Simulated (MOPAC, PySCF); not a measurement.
C$_{3}$H$_{4}$O, SMILES `O=C=CC`, neutral singlet in the gas phase. 

Cartesian coordinates (Å):
```xyz
8

C     -0.9250    -0.3071     0.0317
C      0.3134     0.5512     0.0807
C      1.5137     0.0821    -0.1426
O      2.5738    -0.3390    -0.3412
H     -0.6759    -1.3390    -0.2089
H     -1.4398    -0.3019     0.9930
H     -1.6196     0.0555    -0.7266
H      0.2566     1.6070     0.3065
```
Charge 0, multiplicity 1.

All levels are single points at this geometry (M06-2X/def2-TZVP); Pople sets use spherical d functions. Orbital energies aren't observables, and empty levels follow the basis.

BP86/6-31G* in PySCF gives gap (eV) = 3.44.

Problem. Estimate the gap (eV) from each of these levels: M06-2X/def2-TZVP in PySCF; B3LYP/3-21G in PySCF; B3LYP/6-311+G** in PySCF; B3LYP/6-31G* in PySCF; PBE/6-31G* in PySCF; HF/3-21G in PySCF; HF/6-31G* in PySCF; HF/STO-3G in PySCF; AM1 in MOPAC; PM3 in MOPAC; PM6 in MOPAC; PM7 in MOPAC.

Solution. 
```tsv
level	gap (eV)
M06-2X/def2-TZVP in PySCF	8.09
B3LYP/3-21G in PySCF	5.32
B3LYP/6-311+G** in PySCF	5.25
B3LYP/6-31G* in PySCF	5.36
PBE/6-31G* in PySCF	3.43
HF/3-21G in PySCF	13.10
HF/6-31G* in PySCF	13.20
HF/STO-3G in PySCF	14.39
AM1 in MOPAC	9.68
PM3 in MOPAC	9.54
PM6 in MOPAC	9.36
PM7 in MOPAC	9.58
```
